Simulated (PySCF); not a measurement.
A GIAO shielding run with PySCF 2.14.0 with density-fitted response routines (density fitting, non-relativistic, gas phase) on `ClC1=PC(SC)=PC=P1`, C4H4ClP3S:

```
$ OMP_NUM_THREADS=1 python probes_run.py task.json out

{"job": {"kind": "nmr", "xc": "PBE0", "basis": "pcSseg-1"}, "charge": 0, "multiplicity": 1}
C     -2.875026     0.072924     0.052266
S     -1.746182    -1.308541    -0.270281
C     -0.145682    -0.577688    -0.128736
P     -0.047619     1.129554     0.256917
C      1.641133     1.482487     0.313202
P      3.120579     0.617841     0.094867
C      2.577730    -1.000906    -0.262940
Cl     3.906175    -2.100987    -0.530702
P      1.060328    -1.821289    -0.425976
H     -3.877078    -0.337277    -0.023592
H     -2.701619     0.463919     1.051564
H     -2.726638     0.848877    -0.694248
H      1.809511     2.531574     0.549932
```

Hardware: 1 thread of an Arm Neoverse V1, shared host. The job also computes population analyses, field gradients, ring-centre shieldings.

Task: How large is the calculation?

Result: 106 electrons, 208 basis functions and 1197 auxiliary functions.

Task: How long does it take, and how much memory does it need?

Result: 44 s of wall time, with 14 SCF cycles and 5 response iterations; peak memory 0.95 GiB. Times on a shared host scatter by some tens of per cent.
